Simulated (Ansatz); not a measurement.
Gas-phase reaction in SMILES: C[CH]B(C)C → [CH2]B(C)CC
Geometries: B3LYP-D3(BJ)/def2-TZVP minima from Ansatz (a quantum-chemistry and plane-wave program), one conformer each, not searched for the lowest.

Quantity: isomerisation energy (electronic energy difference), in kcal/mol. Correlated levels leave the core frozen unless marked. UHF or UKS for open shells. No spin-orbit coupling. No relativistic terms. CBS marks a two-point X^-3 extrapolation of the correlation energy; Hartree-Fock from the larger set.

| level | program | isomerisation energy (kcal/mol) |
|---|---|---|
| HF/cc-pVTZ | Ansatz | 4.3 |
| HF/cc-pwCVTZ | Ansatz | 4.3 |
| BHLYP-D4/def2-TZVPD | Ansatz + dftd4 | 5.9 |
| r2SCANh-D4/def2-TZVPD | Ansatz + dftd4 | 6.6 |
| HSE06/def2-TZVPD | Ansatz | 6.9 |
| B2GP-PLYP-D3(BJ)/def2-TZVPD | Ansatz + dftd3 | 5.9 |
| B2PLYP-D3(BJ)/def2-TZVPD | Ansatz + dftd3 | 6.1 |

### Question
Predict the CCSD(T)/CBS(cc-pVTZ,cc-pVQZ) result (Ansatz).

### Answer
5.6 kcal/mol, so B2PLYP-D3(BJ)/def2-TZVPD differs from it by 0.5 kcal/mol.
